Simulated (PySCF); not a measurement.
**Two-dimensional NMR puzzle**

Compound of formula C7H7Cl. Correlations simulated from computed shifts and the bond graph:

HSQC (one-bond C–H):
| δH | δC |
| --- | --- |
| 7.48 | 135.7 |
| 7.36 | 136.8 |
| 2.39 | 23.7 |

COSY cross peaks (H two or three bonds apart, from the bond graph; peaks can be absent where the dihedral angle is near 90°):
| δH | δH |
| --- | --- |
| 7.48 | 7.36 |

HMBC (two and three bonds, from the bond graph):
| δH | δC |
| --- | --- |
| 7.48 | 144.5, 143.5, 136.8, 135.7 |
| 7.36 | 144.5, 143.5, 136.8, 135.7, 23.7 |
| 2.39 | 143.5, 136.8 |

Carbons without hydrogens: δ 144.5, 143.5.

A single conformation, no relativistic terms, one averaged value for each set of equivalent atoms, no solvent. GIAO B97-2/pcSseg-2 shieldings; geometry from PBE0-D3(BJ)/def2-TZVP; PySCF 2.14.

Chemical shifts δ = σref − σ; $^{1}$H and $^{13}$C against TMS, all at this level.

Exchangeable hydrogens are left out of these lists.

Assemble the structure.

## Answers

SMILES c1cc(C)ccc1Cl.

Atom-mapped SMILES (the numbers label the heavy atoms): `[CH3:1][c:2]1[cH:3][cH:4][c:5]([Cl:6])[cH:7][cH:8]1`. Hydrogens are named by the atom that carries them.

1. δC 144.5 is C5, an aromatic carbon bearing chlorine.
2. δC 143.5 is C2, a substituted aromatic carbon.
3. δC 136.8 is C3/C8, an aromatic CH (δH 7.36).
4. δC 135.7 is C4/C7, an aromatic CH (δH 7.48).
5. δC 23.7 is C1, a methyl carbon on an aromatic ring (δH 2.39).
6. HMBC from δH 7.48 reaches the proton-free carbons C5, C2.
7. HMBC from δH 7.36 reaches the proton-free carbons C5, C2.
8. HMBC from δH 2.39 reaches the proton-free carbon C2.
9. COSY links 7.48–7.36.

This is the structure that produced the data.

Carbons that carry Cl, above all several Cl atoms, come out too deshielded, partly because spin–orbit coupling is missing. Shifts are as computed. Against solution values, carbons near 30 ppm lie about +3 ppm off and those near 130 ppm about +7 ppm; carbons on Cl a further +5 ppm. Of 1211 compounds with measured shifts, 218 miss one by over three times the rms of a fit or turn the order of signals round; such compounds aren't used in these exercises.
